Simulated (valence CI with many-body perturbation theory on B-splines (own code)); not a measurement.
Mn XI: key properties

Calculated by valence CI with perturbative core correlation (CI+MBPT): five valence electrons over a frozen Dirac-Fock core [Ne], radial functions for each j: 9 s, 9 p, 8 d, 6 f, 3 g, 1 h, with the one-electron correlation potential Σ1, the two-electron term Σ2, the three-electron term Σ3, Breit, model QED; selected CI, second order for the rest, scaled by the run's own slope (own B-spline code, finite nucleus).

No measured spectrum was set against this ion. As an estimate, levels of excited configurations hold to 0.05 to 0.15 % of their energy, terms of the ground configuration to about 0.5 %. Among the levels kept, up to 660 cm⁻¹ of a level comes from second order outside the variational space, and about a tenth of that is noise between levels of different J, which matters for small intervals.

Rates and lifetimes use the calculated energies. Strong lines usually hold to 10 to 20 %, long lifetimes can be off by a factor of two.

**Question.** What is the ground level?

**Answer.** 3s2.3p3 4S°_3/2, composition 95 % 3s2.3p3 4S° + 2 % 3s.3p3.3d 4S° + 2 % 3s2.3p3 2P°, g = 1.987.

**Question.** What is the ionisation energy?

**Answer.** 283.07 eV; NIST lists 286.1 ± 0.5 eV (semi-empirical).

**Question.** Name the longest-lived excited levels whose lifetime is computed, and their main decay.

**Answer.** 3s2.3p3 2D°_5/2 at 5.325 eV lives 726 ms, mostly by M1 to 3s2.3p3 4S°_3/2; 3s2.3p3 2D°_3/2 at 4.913 eV lives 36.1 ms, mostly by M1 to 3s2.3p3 4S°_3/2; 3s2.3p3 2P°_1/2 at 8.590 eV lives 6.30 ms, mostly by M1 to 3s2.3p3 4S°_3/2. The lifetime of 3s2.3p2.3d 4F_9/2 is too uncertain to give, and may be longer. The lifetime of 3s2.3p2.3d 2G_9/2 is too uncertain to give, and may be longer.

**Question.** Among levels below 74.912 eV, which E1 lines absorb most strongly from the ground level?

**Answer.** to 3s2.3p2.3d 4P_5/2 at 20.94 nm, f = 0.768; to 3s2.3p2.3d 4P_3/2 at 20.79 nm, f = 0.516; to 3s2.3p2.3d 4P_1/2 at 20.69 nm, f = 0.257.

**Question.** How well does LS coupling describe the low levels?

**Answer.** Among the lowest 20 levels the leading LS term, summed over configurations, holds 91 % on average. For single configurations the figures are 81 % in LS and 58 % in jj coupling. Terms mix most in the J = 7/2 level at 51.473 eV, where the leading one holds 53 %.
